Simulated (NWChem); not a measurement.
Molecule: C$_{4}$H$_{7}$Cl; SMILES ClC1CCC1

```xyz
12

Cl     0.1103     1.8213     0.0000
C      0.5447     0.0600     0.0000
C     -0.0684    -0.8440    -1.0864
C     -0.1673    -1.9535     0.0000
C     -0.0684    -0.8440     1.0864
H      1.6358     0.0250     0.0000
H      0.5312    -1.0315    -1.9816
H     -1.0585    -0.4856    -1.3826
H      0.7087    -2.6095     0.0000
H     -1.0697    -2.5706     0.0000
H      0.5312    -1.0315     1.9816
H     -1.0585    -0.4856     1.3826
```
Atoms are numbered in this order, from 1.

Computed with NWChem. Pople sets run with spherical d functions. Structure relaxed at the B3LYP/6-31G* (spherical d) level. Level: M06-2X/6-31G* with SMD (1 M gas to 1 M solution), gas-phase geometry.

```json
[
 {"solvent": "water", "dielectric constant": "78.4", "solvation free energy (kcal/mol)": "-1.3", "cavity-dispersion-structure term (kcal/mol)": "2.0", "dipole in solution (D)": "3.14"},
 {"solvent": "cyclohexane", "dielectric constant": "2.02", "solvation free energy (kcal/mol)": "-4.7", "cavity-dispersion-structure term (kcal/mol)": "-3.1", "dipole in solution (D)": "2.77"},
 {"solvent": "acetonitrile", "dielectric constant": "35.7", "solvation free energy (kcal/mol)": "-5.5", "cavity-dispersion-structure term (kcal/mol)": "-2.2", "dipole in solution (D)": "3.12"},
 {"solvent": "n-hexane", "dielectric constant": "1.88", "solvation free energy (kcal/mol)": "-4.9", "cavity-dispersion-structure term (kcal/mol)": "-3.4", "dipole in solution (D)": "2.74"},
 {"solvent": "benzene", "dielectric constant": "2.27", "solvation free energy (kcal/mol)": "-5.4", "cavity-dispersion-structure term (kcal/mol)": "-3.6", "dipole in solution (D)": "2.80"}
]
```
